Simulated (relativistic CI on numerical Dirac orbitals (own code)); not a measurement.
Sc³⁺ in a cubic cluster: 3p photoemission with charge transfer

Computed with a charge-transfer multiplet model of a cubic metal-ligand cluster with up to 2 ligand holes, Slater and spin-orbit integrals from Dirac-Coulomb-Breit ions, Slater integrals scaled by 0.8. The ground state mixes d0 with configurations of k ligand holes L, whose averages lie at kΔ + k(k − 1)U_dd/2; a core hole lowers each added d electron by U_cd. 20 K, Lorentzian 0.9 eV and Gaussian 0.8 eV FWHM.

Atomic integrals in eV (Slater integrals scaled, ζ unscaled), ground: F2dd 4.710, F4dd 2.885, zeta_d 0.005; with the core hole: F2dd 4.710, F4dd 2.885, zeta_d 0.012, zeta_core 0.361, F2cd 7.734, G1cd 9.660, G3cd 5.869. Where a configuration has fewer than two d electrons, the dd integrals are those of d2.

Cluster parameters (eV): Δ = 4.9, U_dd = 5, U_cd = 6.4, 10Dq = 0.4, 10Dq(ligand) = 1.2, final-state hopping factor = 0.8.

Weights, n_d and S are thermal averages at 20 K. Binding energies count from the first peak over 30 % of the highest in each spectrum, which can be another peak from case to case. The parameters are a model scan and need not match a compound or its usual spin state. Peaks in eV (height, largest 100): 0.0 (100), 3.7 (22), 7.6 (31).

Q: Which parameters give this spectrum?
A. V(eg) = 2.05 eV, V(t2g) = -0.88 eV
B. V(eg) = 3.25 eV, V(t2g) = -1.4 eV
C. V(eg) = 2.65 eV, V(t2g) = -1.14 eV

A: A. V(eg) = 2.05 eV, V(t2g) = -0.88 eV; the ground state then has 0.43 d electrons and S = 0.00. The choice follows from running the model for each set and comparing peak positions and heights.
